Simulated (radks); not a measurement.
Values are calculated unless marked as measured or tabulated.
Question: Coherent X-ray form factor from a spherical all-electron density. Level of theory: scalar-relativistic Kohn-Sham, PBE, spin-unpolarised, spherical densities, point nucleus (a radial shooting solver on a logarithmic mesh with Libxc functionals).

sin(theta)/lambda (1/angstrom)  f0 (electrons)
0.05                                    54.937
0.1                                     52.235
0.15                                    48.799
0.2                                     45.289
0.25                                    42.030
0.3                                     39.140
0.4                                     34.382
0.5                                     30.543
0.6                                     27.249
0.8                                     22.022
1                                       18.538
1.25                                    15.705
1.5                                     13.455
2                                        9.520

The species is in the configuration that NIST lists as its ground one. Which atom or ion scatters so?

Answer: The lanthanum ion La+, [Xe] 5d2. Extrapolating in s^2 from the first two rows gives f0(0) = 55.8, near the electron count 56; among species with that count, the fall with angle is slower the higher Z, and the table is that of Z = 57; from so few rows the species is fixed only to a neighbour or two.
